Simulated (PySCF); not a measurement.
germanium monotelluride cation (GeTe), SMILES [Ge]=[Te] (connectivity only; charge and spin as stated), charge +1, multiplicity 2. Geometry optimised at r2SCAN-D4/def2-TZVP. The spin state was assumed, not searched. The def2 effective core potentials stand for the cores of Te; spin–orbit coupling is left out.

Computed with PySCF 2.14.0 with r2SCAN-D4/def2-TZVP.

Harmonic wavenumbers (cm⁻¹): 269. Rotational constants (GHz): 1.759 (linear); symmetry number 1.

Problem. Work out the zero-point energy and the ideal-gas rigid-rotor harmonic-oscillator thermochemistry at 298.15 K and 1 atm.

Solution. ZPE = ½ Σ hcν = ½ × 269 cm⁻¹ = 1.61 kJ/mol. H − E(el) = 11.49 kJ/mol. Entropy in J/(mol K): translation 174.84, rotation 76.24, vibration 6.71, spin 5.76, total 263.55. G − E(el) = -67.08 kJ/mol. Cp = 36.34 J/(mol K).
